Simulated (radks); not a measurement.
Fe+, configuration [Ar] 3d(up 4.5, down 1.5) 4s(up 0.5, down 0.5) (fractional occupations, a model configuration).

Method: scalar-relativistic Kohn-Sham, PBE, spin-polarised, spherical densities, finite nucleus; Fermi nuclear charge, rms radius 3.7377 fm; computed with a radial shooting solver on a logarithmic mesh with Libxc functionals.

Energy parts (hartree):
total: -1272.20301
kinetic: 1287.43417
electron-nucleus: -3034.63684
Hartree: 530.45237
exchange-correlation: -55.45270

Orbitals (lengths in bohr, moments of r in powers of bohr; <r^-3> diverges for s and p1/2):
| orbital | occ. | eigenvalue (hartree) | <r^-3> |
|---|---|---|---|
| 1s up | 1 | -257.5066 | - |
| 1s down | 1 | -257.5069 | - |
| 2s up | 1 | -30.44435 | - |
| 2s down | 1 | -30.39268 | - |
| 2p up | 3 | -25.98232 | 480.3 |
| 2p down | 3 | -25.94322 | 481.4 |
| 3s up | 1 | -3.81520 | - |
| 3s down | 1 | -3.69642 | - |
| 3p up | 3 | -2.56639 | 59.94 |
| 3p down | 3 | -2.45007 | 59.25 |
| 3d up | 4.5 | -0.62846 | 5.061 |
| 3d down | 1.5 | -0.52429 | 4.808 |
| 4s up | 0.5 | -0.46521 | - |
| 4s down | 0.5 | -0.43618 | - |

The highest occupied level is 4s down at -11.869 eV. Spin moment in Bohr magnetons: 3. The spin density at the nucleus is -0.409 e/bohr^3 (1s -0.014, 2s -1.542, 3s 0.750, 4s 0.398). Summed over all electrons, <r^2> = 25.52 bohr^2, which gives a Langevin (diamagnetic) susceptibility term of -20.2 x 10^-6 cm^3/mol.
